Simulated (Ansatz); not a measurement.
Species: C$_{2}$H$_{4}$Se, SMILES `C=C[SeH]` (C–C–Se–H torsion 0°) (charge 0, multiplicity 1).

Task: Give a relaxed geometry from Ansatz (a program for electronic structure) with B3LYP-D3(BJ)/def2-TZVP.

Result: Several could match; the one computed here: the end point of this relaxation, one of several conformers (outside a Z-matrix the atoms follow the SMILES, hydrogens last).
Z-matrix (Å, degrees):
```
C
C 1 1.3257
H 2 1.0825 1 122.70
H 2 1.0827 3 117.06 1 -180.00
H 1 1.0836 2 121.28 3 -179.98
Se 1 1.9068 5 110.95 2 -179.99
H 6 1.4723 1 95.39 5 -179.97
```
